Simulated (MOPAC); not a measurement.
MOPAC input (AM1):

```
AM1 PRECISE GNORM=0.05 LET XYZ CHARGE=1 GEO-OK AUX(PRECISION=9) THREADS=1
CaF

Ca   -0.00000000 1   -0.00000000 1   -0.58396168 1
F     0.00000000 1    0.00000000 1    1.29769263 1
```

Question: What heat of formation does the run end on?

Answer: 83.54 kcal/mol.
